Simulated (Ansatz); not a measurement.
The cluster V3⁻, relaxed as a singlet with RKS PBE0-D4/def2-TZVPD in Ansatz, starting from the GFN2-xTB geometry. Force threshold 0.02 eV/Å.

The restricted singlet is unstable towards broken spin symmetry in Hartree–Fock (as tested in another run); at PBE0-D4/def2-TZVPD this wasn't settled. The highest occupied level of the charge -1 singlet lies above zero (up to 0.26 eV). The electron is either unbound and held by the finite basis, or the level is raised by self-interaction error. The relaxation made no stability test and no search for a lower SCF solution. At PBE0-D4/def2-TZVPD a triplet of charge -1 lies 2.33 eV below the restricted singlet, each at its own geometry. That triplet is doubtful there (⟨S²⟩ 6.74, where a pure state has 2.00). The structure comes from a short search, and lower isomers may exist.

Start:

```xyz
3

V    -0.1394   -1.4931   -1.1233
V     0.9244    1.5217   -0.5770
V    -0.7850   -0.0286    1.7002
```

```
        step  energy (eV)  largest force component (eV/Å)  SCF passes
           1  -77032.8755                           0.568         481
           2  -77033.0730                           1.490         166
           3  -77033.7859                           1.776          62
           4  -77034.9214                           2.501          72
           5  -77036.9571                           3.962         176
           6  -77038.5989                           1.610          84
7 (rejected)  -77038.2802                           5.485          63
           8  -77038.7138                           0.196          58
           9  -77038.7150                           0.027          51
          10  -77038.7150                           0.005          51
          11  -77038.7150                           0.009          51
          12  -77038.7153                           0.089          50
          13  -77038.7156                           0.102          48
          14  -77038.7159                           0.029          52
          15  -77038.7160                           0.001          50
```

Force components are those of the run's own axes.

End:

```xyz
3

V    -0.180   -1.148   -0.703
V     0.562    1.107   -0.176
V    -0.381    0.041    0.878
```

By distances, no bond broke or formed. The bond that changes most is V2–V3, from 3.24 to 1.77 Å (atoms count from 1).

The force fell under the threshold at step 10, but the optimiser went on. No frequencies were taken in this run, so the end may be a saddle point.

Hardware: 4 threads of Arm Neoverse V2 on a shared host. Wall time 64 s.
